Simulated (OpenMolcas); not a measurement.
# 5d along the 69-electron sequence

```json
{
 "Program": "OpenMolcas",
 "Method": "CASSCF",
 "Basis": "ANO-R2",
 "Scalar Hamiltonian": "X2C, finite nucleus",
 "Spin-orbit coupling": "RASSI with atomic mean-field integrals over the reference wave functions, term energies averaged over their components"
}
```

Active space for each ion: 1 electron in 10 orbitals (5d 6d).

Computed levels in cm-1 above 2D 3/2:

```csv
Level,Hf3+,Ta4+,W5+,Re6+,Os7+
2D 5/2,5660,7225,9519,11247,13687
weight of 2D in the lowest level (%),100,100,100,100,100
```

Measured, with the error of the calculation in %. Measured levels: W5+ from the list in J. Phys. B 45, 035002 (2012).

```csv
Level,W5+
2D 5/2,8709 (+9.3)
```

The fine-structure level 2D 5/2 changes by a factor of 2.42 from Hf3+ to Os7+. Its fourth root runs 8.67, 9.22, 9.88, 10.30, 10.82, with steps per unit of Z of 0.55, 0.66, 0.42, 0.52; equal steps would mean a (Z - σ)^4 law with constant σ.

With one active electron outside closed inactive shells, the extra shells (6d) add no correlation to the reference. With one active electron the reference holds no correlation, so core polarisation is missing. Computed and measured levels are paired by configuration, term and J; levels that our copy of the source lacks, or whose pairing is in doubt (as where it misses far off the trend of its configuration), stay unpaired and out of the deviations. Levels of configurations outside the active space are missing.
